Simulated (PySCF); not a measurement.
A small calculation by hand: oscillator strength and radiative lifetime

CH7ClO2Si2, SMILES C[Si@@H](O)[Si@H](O)Cl.

Coordinates come from a PBE0-D3(BJ)/def2-SVP optimisation. The structure was generated by enumeration; whether it is a known compound was not checked. One conformer was computed; it need not be the lowest.

TDDFT-CAM-B3LYP/def2-SVPD (PySCF) puts the first singlet state with f over 0.02 at 6.70 eV (vertical), with the transition dipole (-0.328, -0.124, 0.395) in atomic units.

Q: Find the oscillator strength, the wavelength and the radiative lifetime that this transition would have in vacuum if emission retraced absorption.

A: 
|μ|² = 0.2790 au, so |μ| = 1.34 D. ΔE = 6.70/27.211 = 0.2462 hartree. f = (2/3) ΔE |μ|² = 0.046 (the program prints 0.046).
λ = 1239.84/6.70 = 185 nm; ν = 54039 cm⁻¹.
Einstein's coefficient A = 0.6670 ν² f s⁻¹ (ν in cm⁻¹) = 8.9e7 s⁻¹, so τ = 1/A = 11 ns. This state is S2; the lower singlet has f = 0.015. The figure is the radiative limit of this one transition; relaxation, internal conversion, crossing to triplets and a medium change what is measured.
